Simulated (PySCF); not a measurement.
Compound: C5H8Se.
Atom-mapped SMILES: `[CH2:1]=[CH:2]/[CH:3]=[CH:4]/[Se:5][CH3:6]` (hydrogens: H7, H8 on C1; H9 on C2; H10 on C3; H11 on C4; H12, H13, H14 on C6)

Structure used (PBE0-D3(BJ)/def2-SVP), in Å, numbered top down from 1:
```
atom  x, y, z in Å
C1    -3.2341   -0.0470    0.1456
C2    -1.9555    0.2917   -0.0826
C3    -0.8223   -0.5916    0.1071
C4     0.4507   -0.2234   -0.1308
Se5    1.9482   -1.3383    0.1012
C6     3.3088   -0.0624   -0.4337
H7    -4.0493    0.6616   -0.0149
H8    -3.5026   -1.0465    0.5008
H9    -1.7273    1.3040   -0.4383
H10   -1.0397   -1.6061    0.4630
H11    0.6759    0.7885   -0.4861
H12    3.1587    0.2501   -1.4755
H13    3.3069    0.8087    0.2345
H14    4.2748   -0.5773   -0.3491
```

Computed with PBE0-D3(BJ)/def2-SVP geometry optimisation, gas phase in PySCF.

Take the most abundant isotopes and a rigid rotor. The values belong to one conformer with, in the numbering `[CH2:1]=[CH:2]/[CH:3]=[CH:4]/[Se:5][CH3:6]`, C1–C2–C3–C4 180°, C3–C4–Se5–C6 180°.

**Question.** Give the principal moments of inertia and the rotational constants in MHz.

**Answer.** Ia = 52.96, Ib = 600.28, Ic = 649.96 u·Å²; 505379 MHz·u·Å²/I gives A = 9543, B = 841.9, C = 777.6 MHz.

**Question.** Classify the top.

**Answer.** A near-prolate asymmetric top. Ray's parameter κ = (2B − A − C)/(A − C) = -0.985; −1 is the prolate and +1 the oblate limit.

**Question.** What does the inertial defect say?

**Answer.** Not planar: Δ = Ic − Ia − Ib = -3.28 u·Å². For a rigid frame Δ = −2 Σ m c², so Σ m c² = 1.64 u·Å² lies off the ab plane, practically all of it from hydrogen. The atom farthest from that plane is 0.90 Å away.

**Question.** Which lines would a microwave search look for?

**Answer.** The dipole components are |μa| = 0.93 D, |μb| = 1.34 D, |μc| = 0.00 D; the mirror of this Cs structure is the ab plane, so μc vanishes by symmetry and there are no c-type lines. Intensities carry the squares of the components, which stand as 0.48 : 1.00 (a : b). Some lines, for components of 0.1 D or more:

| type | branch | J(Ka,Kc) | MHz | lower level (cm⁻¹) |
| --- | --- | --- | --- | --- |
| a | R | 1(0,1) ← 0(0,0) | 1619 | 0.000 |
| a | R | 2(1,2) ← 1(1,1) | 3175 | 0.344 |
| a | R | 2(0,2) ← 1(0,1) | 3239 | 0.054 |
| a | R | 2(1,1) ← 1(1,0) | 3303 | 0.346 |
| b | Q | 1(1,0) ← 1(0,1) | 8766 | 0.054 |
| b | Q | 2(1,1) ← 2(0,2) | 8830 | 0.162 |
| b | R | 1(1,1) ← 0(0,0) | 10321 | 0.000 |
| b | R | 2(1,2) ← 1(0,1) | 11876 | 0.054 |
| b | Q | 2(2,0) ← 2(1,1) | 26104 | 0.457 |
| b | Q | 2(2,1) ← 2(1,2) | 26297 | 0.450 |
| b | R | 2(2,1) ← 1(1,0) | 29407 | 0.346 |
| b | R | 2(2,0) ← 1(1,1) | 29471 | 0.344 |

**Question.** Estimate the classical rotational partition function at 100 K, 200 K and 298.15 K.

**Answer.** Point group Cs, symmetry number σ = 1; q = (√π/σ)·√((kT/h)³/(ABC)), k/h = 20836.6 MHz/K: 67400 at 100 K, 191000 at 200 K, 347000 at 298.15 K.

Stationary, but not proved a minimum. No vibrational averaging or centrifugal distortion is included, and the geometry carries the error of its method. A rigid rotor knows nothing of internal rotation, which can split or shift real lines.
